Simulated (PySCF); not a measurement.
C2H5BF2O, SMILES CCOB(F)F. Geometry: TPSSh-D3(BJ)/def2-SVP. One conformer was computed; it need not be the lowest.

Q: Give the equilibrium geometry at TPSSh-D3(BJ)/def2-SVP (PySCF confirms it by a frequency run) as bond lengths and angles. (An estimate is asked for; the answer gives what the named calculation found.)

A: This is not unique; one that fits is 
Atoms: B1 F2 F3 O4 C5 C6 H7 H8 H9 H10 H11. Bonds (Å): B1–F2 1.336, B1–F3 1.327, B1–O4 1.343, O4–C5 1.434, C5–C6 1.519, C5–H7 1.102, C5–H8 1.100, C6–H9 1.101, C6–H10 1.101, C6–H11 1.100. Angles (°): F2–B1–F3 118.0, F2–B1–O4 122.4, F3–B1–O4 119.6, B1–O4–C5 121.4, O4–C5–C6 110.9, O4–C5–H7 109.7, O4–C5–H8 105.9, C6–C5–H7 110.9, C6–C5–H8 111.0, H7–C5–H8 108.3, C5–C6–H9 110.7, C5–C6–H10 110.2, C5–C6–H11 110.6, H9–C6–H10 108.2, H9–C6–H11 108.6, H10–C6–H11 108.5.
Charge 0, spin multiplicity 1.
